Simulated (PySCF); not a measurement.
Compound: C₈H₈N (charge +1).
Atom-mapped SMILES: `[CH:1]#[C:2][c:3]1[cH:4][cH:5][c:6]([NH3+:7])[cH:8][cH:9]1` (hydrogens: H10 on C1; H11 on C4; H12 on C5; H13, H14, H15 on N7; H16 on C8; H17 on C9)

Geometry (GFN2-xTB, Å), atoms numbered from 1 in this order:
```
atom  x, y, z in Å
C1     3.0787    1.4775   -2.1600
C2     2.1614    1.0408   -1.5194
C3     1.0853    0.5245   -0.7640
C4     0.6334    1.2038    0.3712
C5    -0.4184    0.6984    1.1099
C6    -1.0163   -0.4864    0.7094
N7    -2.1465   -1.0315    1.5081
C8    -0.5840   -1.1759   -0.4107
C9     0.4685   -0.6685   -1.1489
H10    3.8799    1.8598   -2.7213
H11    1.1108    2.1248    0.6651
H12   -0.7666    1.2231    1.9867
H13   -2.5798   -1.8165    1.0028
H14   -1.8181   -1.3697    2.4241
H15   -2.8554   -0.3035    1.6730
H16   -1.0581   -2.0985   -0.7109
H17    0.8184   -1.1903   -2.0252
```

Jobs on this species (17 atoms, 62 electrons) with PySCF (density fitting). Hardware of each: one thread of an Arm Neoverse V1 (shared host). Times come from a shared host and carry two figures at best. Peak memory is the resident size of the whole Python process, interpreter and libraries included.

| level and settings | work | basis functions | SCF cycles | wall time | peak memory |
| --- | --- | --- | --- | --- | --- |
| PBE0/def2-SVPD | 25 singlets by TDA, polarisability | 244 | ? | ? | ? |
| PBE0/def2-SVPD | 6 singlets by full TDDFT, 2 Tamm–Dancoff triplets, polarisability | 244 | ? | ? | ? |
| PBE0/MINI, energy threshold 1e-11 Eh | spin–spin couplings from 8 perturbed nuclei, spin–dipole term left out | 53 | 12 | 6.3 s | 0.53 GiB |
| PBE0/pcSseg-1 | shieldings, ring-centre shieldings, charges and field gradients | 193 | 15 | 30 s | 1.0 GiB |

Q: Fill in the missing figures.

A: 
- PBE0/def2-SVPD; 25 singlets by TDA, polarisability: 47 s, 0.99 GiB, 15 SCF cycles
- PBE0/def2-SVPD; 6 singlets by full TDDFT, 2 Tamm–Dancoff triplets, polarisability: 44 s, 0.92 GiB, 15 SCF cycles

Q: What do all jobs in the table cost together?

A: About 2.1 min; the longest takes about 37 % of that, and about 7.5 times as long as the shortest.
